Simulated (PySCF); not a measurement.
CH5N2S (SMILES NC([NH3+])=S), charge +1, singlet, at a GFN2-xTB geometry; BHANDHLYP/6-31G, TDDFT run with PySCF.

PySCF was given this input:
```python
from pyscf import gto, scf, dft, tdscf

mol = gto.M(
    atom='''
N     1.144349   -1.060362   -0.251063
C     0.119105   -0.235394   -0.050813
N    -1.237695   -0.947136   -0.141833
S     0.093242    1.340962    0.261319
H     1.064422   -2.047133   -0.442946
H     2.075682   -0.672325   -0.208428
H    -1.955910   -0.223575    0.027200
H    -1.338686   -1.685851    0.570243
H    -1.398583   -1.361652   -1.072018
''',
    basis='6-31g',
    charge=1,
    spin=0,
    verbose=4,
)

mf = dft.RKS(mol)
mf.xc = 'bhandhlyp'
mf.kernel()
td = mf.TDDFT()
td.nstates = 5
td.kernel()
td.analyze()
```

Output, abridged:

```
PySCF version 2.14.0

[INPUT] verbose = 4
[INPUT] num. atoms = 9
[INPUT] num. electrons = 40
[INPUT] charge = 1
[INPUT] spin (= nelec alpha-beta = 2S) = 0
[INPUT] symmetry False subgroup None
[INPUT] Mole.unit = angstrom
[INPUT] Symbol           X                Y                Z      unit          X                Y                Z       unit  Magmom
[INPUT]  1 N      1.144349000000  -1.060362000000  -0.251063000000 AA    2.162506200920  -2.003793772896  -0.474440310012 Bohr   0.0
[INPUT]  2 C      0.119105000000  -0.235394000000  -0.050813000000 AA    0.225075830066  -0.444830191366  -0.096022653568 Bohr   0.0
[INPUT]  3 N     -1.237695000000  -0.947136000000  -0.141833000000 AA   -2.338904575744  -1.789827642716  -0.268025525425 Bohr   0.0
[INPUT]  4 S      0.093242000000   1.340962000000   0.261319000000 AA    0.176201843307   2.534050923449   0.493821341145 Bohr   0.0
[INPUT]  5 H      1.064422000000  -2.047133000000  -0.442946000000 AA    2.011466060962  -3.868520710559  -0.837046627972 Bohr   0.0
[INPUT]  6 H      2.075682000000  -0.672325000000  -0.208428000000 AA    3.922470501689  -1.270510116698  -0.393871836691 Bohr   0.0
[INPUT]  7 H     -1.955910000000  -0.223575000000   0.027200000000 AA   -3.696134224298  -0.422495518300   0.051400550588 Bohr   0.0
[INPUT]  8 H     -1.338686000000  -1.685851000000   0.570243000000 AA   -2.529749906790  -3.185796676824   1.077603094450 Bohr   0.0
[INPUT]  9 H     -1.398583000000  -1.361652000000  -1.072018000000 AA   -2.642938832473  -2.573149356966  -2.025820420604 Bohr   0.0

nuclear repulsion = 165.978553365148
number of shells = 32
number of NR pGTOs = 132
number of NR cGTOs = 50
basis = 6-31g
ecp = {}

******** <class 'pyscf.dft.rks.RKS'> ********
method = RKS
initial guess = minao
damping factor = 0
level_shift factor = 0
DIIS = <class 'pyscf.scf.diis.CDIIS'>
diis_start_cycle = 1
diis_space = 8
diis_damp = 0
SCF conv_tol = 1e-09
SCF conv_tol_grad = None
SCF max_cycles = 50
direct_scf = True
direct_scf_tol = 1e-13
XC library pyscf.dft.libxc version 7.1.2
    S. Lehtola, C. Steigemann, M. J. T. Oliveira, and M. A. L. Marques,  SoftwareX 7, 1–5 (2018)
XC functionals = bhandhlyp
    A. D. Becke,  J. Chem. Phys. 98, 1372 (1993)
    Defined through Gaussian implementation.
radial grids:
    Treutler-Ahlrichs [JCP 102, 346 (1995); DOI:10.1063/1.469408] (M4) radial grids

becke partition: Becke, JCP 88, 2547 (1988); DOI:10.1063/1.454033
pruning grids: <function nwchem_prune>
grids dens level: 3
symmetrized grids: False
atomic radii adjust function: <function treutler_atomic_radii_adjust>
small_rho_cutoff = 0
Set gradient conv threshold to 3.16228e-05
Initial guess from minao.
tot grids = 109848
init E= -549.306850230898
  HOMO = -0.295062342610489  LUMO = -0.0329735253548755  gap/eV = 7.13180
cycle= 1 E= -548.220092105256  delta_E= 1.09  |g|= 0.58  |ddm|= 2.87
  HOMO = -0.424286569528297  LUMO = -0.241275171579424  gap/eV = 4.97999
cycle= 2 E= -548.041696141908  delta_E= 0.178  |g|= 1.04  |ddm|= 3.06
  HOMO = -0.476532336662183  LUMO = -0.205707309401485  gap/eV = 7.36952
cycle= 3 E= -548.346853707369  delta_E= -0.305  |g|= 0.0753  |ddm|= 1.79
  HOMO = -0.474299876363393  LUMO = -0.199056989263301  gap/eV = 7.48974
cycle= 4 E= -548.347437681939  delta_E= -0.000584  |g|= 0.0627  |ddm|= 0.128
  HOMO = -0.478420441146274  LUMO = -0.196237343229333  gap/eV = 7.67859
cycle= 5 E= -548.348339483804  delta_E= -0.000902  |g|= 0.00274  |ddm|= 0.0694
  HOMO = -0.478255968102267  LUMO = -0.196145429226028  gap/eV = 7.67662
cycle= 6 E= -548.348346516754  delta_E= -7.03e-06  |g|= 0.00152  |ddm|= 0.0144
  HOMO = -0.478607593588459  LUMO = -0.196369851586761  gap/eV = 7.68008
cycle= 7 E= -548.348347513683  delta_E= -9.97e-07  |g|= 0.000678  |ddm|= 0.00572
  HOMO = -0.478620485328715  LUMO = -0.196320813292709  gap/eV = 7.68177
cycle= 8 E= -548.348347674258  delta_E= -1.61e-07  |g|= 0.000173  |ddm|= 0.00217
  HOMO = -0.47860627228732  LUMO = -0.196298076915288  gap/eV = 7.68200
cycle= 9 E= -548.348347683411  delta_E= -9.15e-09  |g|= 6.04e-05  |ddm|= 0.000378
  HOMO = -0.478624113670982  LUMO = -0.196304950978259  gap/eV = 7.68230
cycle= 10 E= -548.34834768477  delta_E= -1.36e-09  |g|= 7.49e-06  |ddm|= 0.000176
  HOMO = -0.478624172929029  LUMO = -0.196304194483838  gap/eV = 7.68232
cycle= 11 E= -548.348347684795  delta_E= -2.57e-11  |g|= 6.78e-07  |ddm|= 2.39e-05
  HOMO = -0.478624187711828  LUMO = -0.196304331651132  gap/eV = 7.68231
Extra cycle  E= -548.348347684798  delta_E= -2.39e-12  |g|= 7.18e-07  |ddm|= 3.94e-06
converged SCF energy = -548.348347684798

******** <class 'pyscf.tdscf.rks.TDDFT'> for <class 'pyscf.dft.rks.RKS'> ********
nstates = 5 singlet
deg_eia_thresh = 1.000e-03
wfnsym = None
conv_tol = 1e-05
eigh lindep = 1e-12
eigh level_shift = 0
eigh max_cycle = 100

Excitation energies (eV)
[3.86363324 5.77398757 7.00803531 7.03981644 7.76449271]

** Singlet excitation energies and oscillator strengths **
Excited State   1:      3.86363 eV    320.90 nm  f=0.0000
      20 -> 21        0.70545
Excited State   2:      5.77399 eV    214.73 nm  f=0.2458
      19 -> 21       -0.67466
      20 -> 22        0.12976
      20 -> 23       -0.10878
Excited State   3:      7.00804 eV    176.92 nm  f=0.0001
      19 -> 22        0.69971
Excited State   4:      7.03982 eV    176.12 nm  f=0.0925
      19 -> 21        0.11501
      20 -> 22        0.68502
      20 -> 23        0.11459
Excited State   5:      7.76449 eV    159.68 nm  f=0.0004
      19 -> 23       -0.65583
      19 -> 24        0.19772
      19 -> 26        0.12344

** Transition electric dipole moments (AU) **
state          X           Y           Z        Dip. S.      Osc.
  1         0.0003     -0.0018      0.0090      0.0001      0.0000
  2        -0.4619      1.2078      0.2553      1.7373      0.2458
  3        -0.0005      0.0039     -0.0189      0.0004      0.0001
  4        -0.5150     -0.5141     -0.0827      0.5364      0.0925
  5         0.0017     -0.0090      0.0460      0.0022      0.0004

** Transition velocity dipole moments (imaginary part, AU) **
state          X           Y           Z        Dip. S.      Osc.
  1         0.0002     -0.0010      0.0052      0.0000      0.0001
  2        -0.0827      0.1635      0.0353      0.0348      0.1094
  3         0.0001     -0.0004      0.0023      0.0000      0.0000
  4        -0.1318     -0.1071     -0.0163      0.0291      0.0750
  5         0.0010     -0.0053      0.0269      0.0008      0.0018

** Transition magnetic dipole moments (imaginary part, AU) **
state          X           Y           Z
  1         0.0555     -0.7629     -0.1526
  2         0.0014     -0.0076      0.0388
  3         0.3893      0.0859      0.0031
  4        -0.0272      0.1481     -0.7500
  5        -0.3582      0.0124      0.0154
```
